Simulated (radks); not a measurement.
Q: The iodine ion I3+, configuration [Kr] 4d10 5s1 5p2 5d1 (not the ground configuration). All-electron calculation, scalar-relativistic Kohn-Sham, LDA (Slater exchange, Perdew-Wang correlation), spin-polarised, spherical densities, finite nucleus; open shells are filled with parallel spins first (spin-orbit coupling, left out, can overturn this in heavy ions); Fermi nuclear charge, rms radius 4.75 fm. Program: a radial shooting solver on a logarithmic mesh with Libxc functionals. Some entries of the table are withheld. Estimate them.

orbital,occ.,eigenvalue (Ry),<r^2> (bohr^2)
1s up,1,-2424.193,0.001006
1s down,1,-2424.180,0.001006
2s up,1,-376.8939,0.01622
2s down,1,-376.8842,0.01622
2p up,3,-338.7662,0.01283
2p down,3,-338.7551,0.01283
3s up,1,-78.17394,0.1131
3s down,1,-78.16083,0.1131
3p up,3,-65.81363,0.1132
3p down,3,-65.79977,0.1132
3d up,5,-47.23978,0.09871
3d down,5,-47.22620,0.09869
4s up,1,-15.90745,0.6184
4s down,1,-15.87765,0.6172
4p up,3,-12.02299,0.7141
4p down,3,-11.98908,0.7107
4d up,5,-6.35157,0.9818
4d down,5,-6.29746,0.9629
5s up,1,-3.71218,3.633
5s down,0,-3.46855,3.598
5p up,2,-2.78857,4.766
5p down,0,-2.53348,4.848
5d up,1,-1.59268,(1)
6s up,0,-1.40415,15.58
5d down,0,-1.38243,(2)
6s down,0,-1.29529,17.10
4f up,0,-1.21076,(3)
4f down,0,-1.02862,(4)

A: 
(1) 5d up <r^2> (bohr^2): 8.589
(2) 5d down <r^2> (bohr^2): 9.726
(3) 4f up <r^2> (bohr^2): 5.847
(4) 4f down <r^2> (bohr^2): 6.428
